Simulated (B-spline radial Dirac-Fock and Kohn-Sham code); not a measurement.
**Total conversion coefficients of Pd against transition energy**

Calculated with an atomic code on a B-spline grid, using a Dirac-Hartree-Slater potential of the neutral atom with a Latter tail (no hole, which puts coefficients of high multipoles low close above an edge), finite nucleus with surface currents. Subshells within 1 keV of threshold and pair formation are left out.

```csv
energy (keV),E1,E2,E3,E4,M1,M5
12.1,8.79,7510,1.92e+06,2.27e+08,25.1,3.15e+10
12.9,7.34,5440,1.30e+06,1.46e+08,20.8,1.85e+10
15.6,4.28,2090,412000,3.99e+07,11.8,3.85e+09
19.7,2.20,653,100000,8.07e+06,5.86,5.68e+08
20,2.11,605,91700,7.28e+06,5.60,5.02e+08
21.6,1.69,413,57600,4.29e+06,4.45,2.69e+08
50,1.09,16.7,449,14000,2.80,393000
74.8,0.352,3.96,56.1,1010,0.872,23800
100,0.154,1.40,13.8,168,0.382,3590
104,0.137,1.22,11.5,132,0.342,2800
126,0.0791,0.614,4.76,43.0,0.200,848
127,0.0774,0.597,4.59,41.1,0.196,807
200,0.0212,0.119,0.619,3.41,0.0572,54.6
213,0.0178,0.0956,0.473,2.46,0.0484,38.1
229,0.0146,0.0744,0.348,1.70,0.0400,25.3
435,0.00267,0.00909,0.0280,0.0852,0.00786,0.864
500,0.00191,0.00601,0.0171,0.0480,0.00560,0.442
524,0.00171,0.00525,0.0146,0.0398,0.00501,0.355
585,0.00132,0.00385,0.0101,0.0260,0.00385,0.214
737,0.000797,0.00209,0.00494,0.0113,0.00225,0.0779
867,0.000571,0.00141,0.00310,0.00661,0.00156,0.0399
1000,0.000432,0.00101,0.00211,0.00425,0.00113,0.0228
1030,0.000408,0.000947,0.00196,0.00389,0.00106,0.0204
1100,0.000361,0.000819,0.00166,0.00321,0.000920,0.0160
1160,0.000328,0.000730,0.00145,0.00276,0.000820,0.0131
1490,0.000212,0.000436,0.000802,0.00140,0.000483,0.00550
1900,0.000143,0.000274,0.000472,0.000771,0.000294,0.00253
2000,0.000132,0.000249,0.000423,0.000683,0.000266,0.00217
2050,0.000127,0.000238,0.000402,0.000645,0.000253,0.00201
```

Question: How fast do they fall between 1900 and 2050 keV?

Answer: As powers of the energy: E1 E^-1.55, E2 E^-1.84, E3 E^-2.09, E4 E^-2.34, M1 E^-1.98, M5 E^-3.02. Within one type (E or M) the higher multipoles fall faster.
